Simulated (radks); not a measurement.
Fractional charge and spin in the 5p shell of holmium: the spin-up occupation runs from 2 to 3 and the spin-down occupation from 2 to 3; the fullest corner is Ho3+, [Kr] 4d10 4f(up 5, down 5) 5s2 5p(up 3, down 3). Method: scalar-relativistic Kohn-Sham, SCAN, spin-polarised, spherical densities, finite nucleus; meta-GGA in the generalised Kohn-Sham scheme; Fermi nuclear charge, rms radius of each element as measured or else 0.836 A^(1/3) + 0.57 fm; computed with a radial shooting solver on a logarithmic mesh with Libxc functionals. Energy (eV) above the fullest corner. The planes named below are the two flat planes that join the four corners, with an edge along up + down = one added electron.

\begin{tabular}{lrrrrr}
down \ up & 2 & 2.25 & 2.5 & 2.75 & 3 \\ \hline
2 & 138.841 & 118.237 & 98.549 & 79.720 & 61.738 \\
2.25 & 118.237 & 98.608 & 79.892 & 62.032 & 45.014 \\
2.5 & 98.549 & 79.892 & 62.145 & 45.251 & 29.177 \\
2.75 & 79.720 & 62.032 & 45.251 & 29.305 & 14.191 \\
3 & 61.738 & 45.014 & 29.177 & 14.191 & 0.000 \\
\end{tabular}

Corners above the fullest one (they belong to Ho4+ and the next ion): (up 3, down 2) 61.738 eV, (up 2, down 3) 61.738 eV, (up 2, down 2) 138.84 eV. With half an added electron in each spin the energy lies 0.407 eV from the planes, and with half an added electron in spin up alone -1.741 eV. The planes are only a guide here: the flat-plane condition holds for ground states with one frontier orbital, while this shell lies below other occupied shells, so the corners above the fullest one are inner-hole states and not the ground states of those ions.
